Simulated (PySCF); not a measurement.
C₃H₁₀Si. Atoms are numbered in the order given.

```xyz
14

Si     0.0000     0.0000     0.3802
C     -1.5440     0.8914    -0.2239
C      1.5440     0.8914    -0.2239
C      0.0000    -1.7828    -0.2239
H      0.0000     0.0000     1.8815
H     -1.5784     0.9113    -1.3251
H     -2.4578     0.3915     0.1335
H     -1.5679     1.9328     0.1335
H      2.4578     0.3915     0.1335
H      1.5784     0.9113    -1.3251
H      1.5679     1.9328     0.1335
H      0.0000    -1.8226    -1.3251
H     -0.8899    -2.3243     0.1335
H      0.8899    -2.3243     0.1335
```
Charge 0, spin multiplicity 1.

The structure is a stationary point at PBE0-D3(BJ)/def2-SVP. The isomer is the one that the SMILES or the coordinates give; other isomers of the formula were not compared.

The numbers are results of PBE/def2-TZVP (PySCF), not measurements.

ESP charges are fitted to the potential on shells at 1.4 to 2.0 van der Waals radii. Atomic charges (e):

```json
[
 {"atom": "Si1", "Mulliken": "0.29", "ESP fit": "1.02"},
 {"atom": "C2", "Mulliken": "-0.46", "ESP fit": "-0.80"},
 {"atom": "C3", "Mulliken": "-0.46", "ESP fit": "-0.80"},
 {"atom": "C4", "Mulliken": "-0.46", "ESP fit": "-0.87"},
 {"atom": "H5", "Mulliken": "-0.05", "ESP fit": "-0.23"},
 {"atom": "H6", "Mulliken": "0.12", "ESP fit": "0.19"},
 {"atom": "H7", "Mulliken": "0.13", "ESP fit": "0.18"},
 {"atom": "H8", "Mulliken": "0.13", "ESP fit": "0.18"},
 {"atom": "H9", "Mulliken": "0.13", "ESP fit": "0.18"},
 {"atom": "H10", "Mulliken": "0.12", "ESP fit": "0.19"},
 {"atom": "H11", "Mulliken": "0.13", "ESP fit": "0.18"},
 {"atom": "H12", "Mulliken": "0.12", "ESP fit": "0.20"},
 {"atom": "H13", "Mulliken": "0.13", "ESP fit": "0.20"},
 {"atom": "H14", "Mulliken": "0.13", "ESP fit": "0.20"}
]
```

Q: Give the Mayer and Wiberg (Löwdin basis) orders of the bonds. (An estimate is asked for; the answer gives what the named calculation found.)

A: 
| bond | Mayer | Wiberg |
|---|---|---|
| Si1–C2 | 1.00 | 1.20 |
| Si1–C3 | 1.00 | 1.20 |
| Si1–C4 | 1.00 | 1.20 |
| Si1–H5 | 0.95 | 0.88 |
| C2–H6 | 0.95 | 0.90 |
| C2–H7 | 0.95 | 0.90 |
| C2–H8 | 0.95 | 0.90 |
| C3–H9 | 0.95 | 0.90 |
| C3–H10 | 0.95 | 0.90 |
| C3–H11 | 0.95 | 0.90 |
| C4–H12 | 0.95 | 0.90 |
| C4–H13 | 0.95 | 0.90 |
| C4–H14 | 0.95 | 0.90 |
